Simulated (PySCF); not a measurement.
A side-by-side comparison of computed properties.

First species: C₅H₁₅NOSi₂.
SMILES: `CC(C)O[Si@H]1C[Si@@H](N)C1`

Second species: C3H11FO2Si2.
Structure used (GFN2-xTB), in Å, numbered top down from 1:
```
atom  x, y, z in Å
C1     4.113    0.196   -0.013
O2     2.733    0.396    0.059
Si3    1.601   -0.681    0.416
F4     1.653   -1.915   -0.629
O5     0.271    0.177    0.208
C6    -1.062   -0.265    0.209
C7    -1.965    0.845   -0.294
Si8   -3.795    0.342   -0.349
H9     4.354   -0.638   -0.675
H10    4.521   -0.017    0.978
H11    4.563    1.110   -0.400
H12    1.735   -1.343    1.702
H13   -1.336   -0.552    1.231
H14   -1.152   -1.155   -0.423
H15   -1.828    1.716    0.349
H16   -1.622    1.137   -1.287
H17   -3.973   -0.800   -1.247
H18   -4.248   -0.023    0.996
H19   -4.573    1.480   -0.839
```

Levels: PBE0/pcSseg-1 for dipole moment, HOMO energy, LUMO energy and HOMO–LUMO gap; GFN2-xTB for rotational constant A and rotational constant C. Geometries: GFN2-xTB. Each structure is a single optimised conformer of the isolated species, non-relativistic unless stated. Electronic properties by PySCF.

Dipoles, sizes and rotational constants follow the conformer. The torsions of the flexible species, by atom-mapped SMILES:
- `[CH3:1][CH:2]([CH3:3])[O:4][Si@H:5]1[CH2:6][Si@@H:7]([NH2:8])[CH2:9]1`: C1–C2–O4–Si5 -57°, C2–O4–Si5–C6 -168°, H–N8–Si7–C6 -61°, H–N8–Si7–C6 164°
- `[CH3:1][O:2][Si@H:3]([F:4])[O:5][CH2:6][CH2:7][SiH3:8]`: C1–O2–Si3–F4 -59°, O2–Si3–O5–C6 171°, Si3–O5–C6–C7 -169°, O5–C6–C7–Si8 179°

Values for the first species:

| Property | Result |
| --- | --- |
| Dipole moment | 1.13 D |
| HOMO energy | -7.02 eV |
| LUMO energy | 0.73 eV |
| HOMO–LUMO gap | 7.75 eV |
| Rotational constant A | 2.528 GHz |
| Rotational constant C | 0.525 GHz |

(1) Estimate the same properties for the second species, and the change in each.

Results:

(1) 
```json
{"property": "dipole moment", "first": "1.13 D", "second": "1.11 D", "second less first": "-0.02 D"}
{"property": "HOMO energy", "first": "-7.02 eV", "second": "-8.43 eV", "second less first": "-1.41 eV"}
{"property": "LUMO energy", "first": "0.73 eV", "second": "0.82 eV", "second less first": "+0.09 eV"}
{"property": "HOMO–LUMO gap", "first": "7.75 eV", "second": "9.25 eV", "second less first": "+1.50 eV"}
{"property": "rotational constant A", "first": "2.528 GHz", "second": "4.269 GHz", "second less first": "+1.741 GHz"}
{"property": "rotational constant C", "first": "0.525 GHz", "second": "0.442 GHz", "second less first": "-0.083 GHz"}
```

On the first: In atomic units the dipole is 0.45 e·bohr (1 au = 2.5417 D).

On the second: In atomic units the dipole is 0.44 e·bohr (1 au = 2.5417 D).
